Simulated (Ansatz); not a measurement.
Calculated with Ansatz (gas phase, PBE0-D4/def2-TZVP geometries, no zero-point term in ΔE). CBS: MP2 limit from def2 TZ/QZ plus the TZ coupled-cluster correction, frozen cores. This one scheme is used for every species. DFT in def2-TZVPP. For Ga outer-core shells are correlated without core-valence functions, which leaves a few kJ/mol of doubt a bond. Scalar relativity is left out up to krypton. One conformer a species, not always the lowest.

Reaction (ligand exchange at a Ga–F bond): `C[O][Ga]([F])[Cl]` + HCl → `C[O][Ga]([Cl])[Cl]` + H–F

`C[O][Ga]([F])[Cl]`:

Cartesian coordinates in Å:
```
C 1.137 -0.596 -0.226
O 0.385 0.590 -0.408
Ga -1.250 0.769 0.201
F -1.966 -0.568 1.061
Cl -2.368 2.530 -0.069
H 1.412 -0.999 -1.205
H 0.595 -1.369 0.327
H 2.054 -0.358 0.320
```

HCl:

Cartesian coordinates in Å:
```
Cl 0.235 0.016 -0.594
H -0.235 -0.016 0.594
```

`C[O][Ga]([Cl])[Cl]`:

Cartesian coordinates in Å:
```
C -0.529 1.098 -0.492
O -0.342 0.334 0.681
Ga 0.533 -1.189 0.719
Cl 1.379 -1.987 -1.059
Cl 0.725 -2.205 2.558
H -1.601 1.230 -0.668
H -0.076 2.084 -0.357
H -0.089 0.636 -1.382
```

H–F:

Z-matrix (Å, degrees):
```
F
H 1 0.920
```

CCSD(T)/CBS gives -40.3 kJ/mol.

Q: Another level gave -32.1 kJ/mol. Which?
A. CAM-B3LYP/def2-TZVPP
B. PBE0-D4/def2-TZVPP
C. BHLYP/def2-TZVPP
D. PBE-D4/def2-TZVPP

A: C. BHLYP -32.1, PBE-D4 -36.4, PBE0-D4 -41.6, CAM-B3LYP -26.1 kJ/mol.

Largest T1 diagnostic among the species: 0.014.

From PBE to PBE0 (25 % exact exchange), in def2-TZVPP and without D4, ΔE moves by −5.5 kJ/mol. Leaving LDA and LC-ωPBE aside and taking each functional with its dispersion term where it has one, the values, not all of them listed here, spread over 12.0 kJ/mol, from HSE06-D4 to CAM-B3LYP-D4. LDA lies −4.5 kJ/mol from PBE without D4. The D4 term adds −6.2 kJ/mol with B3LYP and −3.4 kJ/mol with PBE0; it sums over pairs of atoms, weighted by their polarisabilities, and B3LYP, whose exchange is more repulsive, gets the larger term.

CCSD(T)/CBS has its own doubt, a few kJ/mol and more with outer-core shells, so smaller differences from it don't rank the levels.

B3LYP here is the variant with VWN-RPA as its local correlation; programs differ in this.
